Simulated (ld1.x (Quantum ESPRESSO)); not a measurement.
Cutoff test, Au (Z = 79), ultrasoft

```json
{"Element": "gold (Au)", "Generator": "ld1.x (Quantum ESPRESSO) 7.5", "Type": "ultrasoft", "Functional": "revPBE", "Relativity": "scalar-relativistic", "Frozen core": "[Xe] 4f14", "Valence charge": "11", "Reference configuration": "5d10 6s1 6p0", "Partial waves": "6s (bound): rcut 1.45, rcutus 2.00 bohr; 6s channel at 1.3 Ry: rcut 1.45, rcutus 2.00 bohr; 6p (bound, empty): rcut 3.10, rcutus 3.50 bohr; 6p channel at 0.25 Ry: rcut 3.10, rcutus 3.50 bohr; 5d (bound): rcut 2.10, rcutus 2.50 bohr; 5d channel at -0.05 Ry: rcut 2.10, rcutus 2.50 bohr", "Local potential": "all-electron potential smoothed inside 3.05 bohr (lloc = -2)", "Core correction": "Bessel-smoothed model core inside 1.35 bohr", "Augmentation charge": "built from norm-conserving waves at rcut, not smoothed further"}
```

The pseudo-atom Hamiltonian at the reference potential is diagonalised in spherical Bessel functions j_l(qr) that vanish at 20 bohr, with q² up to the cutoff. All-electron valence levels (Ry): 6s -0.4154, 6p -0.0548, 5d -0.5003.

Question: How do the lowest levels (Ry) of each channel move with the cutoff, and are there ghosts?

Answer:

```tsv
cutoff (Ry)	s #1	s #2	p #1	d #1	f #1	f #2	Σ f·Δε (mRy)
8	-0.4125	0.0045	-0.0547	-0.3977	0.1126	0.2378	1029.1
12	-0.4151	0.0042	-0.0547	-0.4865	0.1126	0.2378	138.7
18	-0.4153	0.0042	-0.0547	-0.4999	0.1126	0.2378	4.4
21	-0.4154	0.0042	-0.0547	-0.4999	0.1126	0.2378	4.1
30	-0.4154	0.0042	-0.0547	-0.5003	0.1126	0.2378	0.5
40	-0.4155	0.0042	-0.0547	-0.5003	0.1126	0.2378	0.2
400	-0.4155	0.0042	-0.0547	-0.5003	0.1126	0.2378	0.0
```

Result: no extra level below or beside the all-electron valence levels (s, p, d, f tested); 10 mRy is reached at 18 Ry and 1 mRy at 30 Ry.
